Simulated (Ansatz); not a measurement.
Input file for Ansatz (an electronic-structure program): R-wB97M-V/def2-TZVPP on CH4 (SMILES C).

Ansatz 0.2 input:
```yaml
crystal:
  periodic: [false, false, false]
  atoms:
    - {symbol: C, position_ang: [0.00000000, -0.00000000, -0.00000000]}
    - {symbol: H, position_ang: [0.63465846, 0.63465846, 0.63465846]}
    - {symbol: H, position_ang: [-0.63465846, -0.63465846, 0.63465846]}
    - {symbol: H, position_ang: [0.63465846, -0.63465846, -0.63465846]}
    - {symbol: H, position_ang: [-0.63465846, 0.63465846, -0.63465846]}
basis:
  gaussian:
    orbitals: def2-TZVPP
hamiltonian:
  xc: {name: wB97M-V}
scf: {lower_state_search: off}
```

Predict the final total energy.

-40.4924 hartree.
